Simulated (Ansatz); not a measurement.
## Ligand exchange: CH3Na + B(CH3)(SH)2 → NaSH + B(CH3)2(SH)

Species: CH3Na `[CH3][Na]`, singlet; B(CH3)(SH)2, singlet; NaSH `[Na][SH]`, singlet; B(CH3)2(SH), singlet. The partners trade CH3 for SH: Na–CH3 and B–SH bonds give way to Na–SH and B–CH3.

Shapes, held fixed at every level: PBE0-D4/def2-TZVP. Flexible molecules stand in one conformer, not always the lowest. Programs: Ansatz 0.2.0. Electronic energies: no zero-point or thermal term.

**Question.** Estimate ΔE of this reaction.

**Answer.** The highest level, CCSD(T)/def2-TZVPP, gives ΔE = -128.7 kJ/mol; the levels span -162.9 to -112.9. The column of differences is taken from that level and isn't an error. No measured value is set beside it here. Correlated rows may include outer-core shells of Na, which these sets cover unevenly. Times are processor times on shared x86 and Arm servers, and rough.

```
               level                   kind  ΔE (kJ/mol)  less CCSD(T)/def2-TZVPP  CPU time (sum over the molecules)
       HF/def2-TZVPP           Hartree–Fock       -162.9                    -34.2                                  –
   PBE-D4/def2-TZVPP                    GGA       -112.9                    +15.8                               22 s
r2SCAN-D4/def2-TZVPP               meta-GGA       -131.9                     -3.2                               31 s
 B3LYP-D4/def2-TZVPP          global hybrid       -123.7                     +5.0                               43 s
  PBE0-D4/def2-TZVPP          global hybrid       -128.0                     +0.7                               19 s
      MP2/def2-TZVPP    perturbation theory       -126.4                     +2.3                                  –
  CCSD(T)/def2-TZVPP  coupled cluster or CI       -128.7                      0.0                            4.8 min
```
